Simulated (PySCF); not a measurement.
An unknown shows these calculated signals:

1H NMR (500 MHz, computed): δ 4.91 (m, 1H), 3.06 (m, 2H), 3.00 (m, 2H), 2.24 (s, 1H).

13C{1H} NMR (computed): δ 88.3 (C), 83.9 (CH), 81.0 (CH), 79.6 (C), 49.5 (CH2).

- σ from GIAO-PBE0/pcSseg-1
- coordinates at the GFN2-xTB level
- run in PySCF 2.14
- non-relativistic Hamiltonian, no solvent, equivalent nuclei averaged, one conformer

Shifts are taken against calculated references (same method and geometry level): 1H and 13C vs TMS.

Q: Which of these does the molecule contain: a C≡C triple bond, a nitrile, an aldehyde, an N-methyl group?

A: 
- A C≡C triple bond: yes (δC 83.9, 88.3; δH 2.24 (s)).
- A nitrile: no.
- An aldehyde: no.
- An N-methyl group: no.

The data belong to `C#C[C@]1(F)C[C@@H](F)C1`, C6H6F2; they needn't prove each group on their own.

Carbon signals by region: 4 at 50–100 ppm, 1 below 50 ppm.

Splittings by 19F in the carbon and heteronuclear signals aren't shown, as no couplings were computed. Shifts are as computed. Against solution values, carbons near 30 ppm lie about +3 ppm off and those near 130 ppm about +5 ppm. Of 1309 compounds with measured shifts, 239 miss one by over three times the rms of a fit or turn the order of signals round; such compounds aren't used in these exercises. Multiplicities follow the n + 1 count of equivalent neighbours, as no J values were calculated; m marks all less simple cases, F and P coupling included.
